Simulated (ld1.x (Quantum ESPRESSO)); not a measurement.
**Cu (Z = 29): one change to a TM potential, before and after**

ld1.x (Quantum ESPRESSO) 7.5 input, shortened:

```
&input
   title='Cu', zed=29., rel=1, dft='PBE', iswitch=3,
   config='[Ar] 3d10 4s1 4p0'
 /
 &inputp
   pseudotype=2, tm=.true., lloc=2,
   nlcc=.true., rcore=0.70
 /
3
4S  1  0   1.00   0.00  1.75  1.75  0.0
3P  2  1   6.00   0.00  0.70  0.70  0.0
3D  3  2  10.00   0.00  1.20  1.20  0.0
 &test
   configts(1)='3p6 3d10 4s1 4p0'
 /
```

All-electron outer shells of the reference configuration (PBE, scalar-relativistic, ld1.x):

```tsv
shell	level (eV)	outermost node (bohr)	outermost maximum (bohr)
2p	-916.98	–	0.16
3s	-114.70	0.29	0.61
3p	-72.14	0.26	0.62
3d	-5.04	–	0.60
4s	-4.61	0.89	2.27
4p	-0.70	0.97	3.65
```

Change: wave 3d (bound): rc 1.20 bohr becomes 3d (bound): rc 1.36 bohr.

Cutoffs: the cutoffs (Ry, on a coarse ladder) from which the occupation-weighted sum of valence levels, in a spherical-Bessel basis at the reference potential, stays within 10 and 1 mRy of its value at 400 Ry; they do not see the model core or the augmentation charge, which bear on the density cutoff. Errors are all-electron minus pseudo energies relative to the spin-unpolarised reference configuration.

**Question.** Predict the effect on cutoff, ghosts and configuration errors.

**Answer.** Both files keep a bound ghost (s); of the 7 tests that both files solve, the error grows in 5 and shrinks in 0 by more than 15 % and 0.3 meV (median size 15.3 → 31.0 meV). More of the atom is replaced by a form fitted at one configuration, so other configurations suffer.

| quantity | base | changed |
| --- | --- | --- |
| cutoff, loose | 200 Ry | 200 Ry |
| cutoff, tight | over 300 Ry | over 300 Ry |
| loose cutoff by channel (10 mRy a level) | s 6 Ry, p 140 Ry, d 140 Ry | s 6 Ry, p 140 Ry, d 120 Ry |
| bound ghosts | s | s |
| error for 3p6 3d10 4s0 4p0, meV [ΔE 8.15 eV] | -11 | -9.7 |
| error for 3p6 3d9 4s0 4p0, meV [ΔE 29.48 eV] | -7.9 | -27 |
| error for 3p6 3d8 4s0 4p0, meV [ΔE 68.50 eV] | -94 | -171 |
| error for 3p6 3d7 4s0 4p0, meV [ΔE 128.21 eV] | -314 | -433 |
| error for 3p6 3d9 4s2 4p0, meV [ΔE 1.97 eV] | -51 | -61 |
| error for 3p6 3d9 4s1 4p0, meV [ΔE 11.58 eV] | -15 | -31 |
| error for 3p6 3d10 4s0.5 4p0, meV [ΔE 3.16 eV] | -2.0 | -1.9 |
| s: phases at 1.90 bohr within 0.05 rad from the reference energy up to (Ry; the scan ends near 5) | 1.0 | 1.6 |
| p: phases at 1.90 bohr within 0.05 rad from the reference energy up to (Ry; the scan ends near 5) | 0.6 | 0.1 |
| d: phases at 1.90 bohr within 0.05 rad from the reference energy up to (Ry; the scan ends near 5) | 2.6 | 2.1 |

Base: These tests converged, but a pseudo level misses the all-electron one widely, so the file describes the atom poorly there or has found another state: 3p6 3d8 4s0 4p0: empty 4s by 5.7 eV (a node warning on the way). Changed file: These tests converged, but a pseudo level misses the all-electron one widely, so the file describes the atom poorly there or has found another state: 3p6 3d8 4s0 4p0: empty 4s by 3.6 eV; 3p6 3d7 4s0 4p0: empty 4s by 12.7 eV. A true bound ghost makes a file unfit for plane-wave use even where its test errors are small: the radial tests pick states by their node count and pass the ghost by.
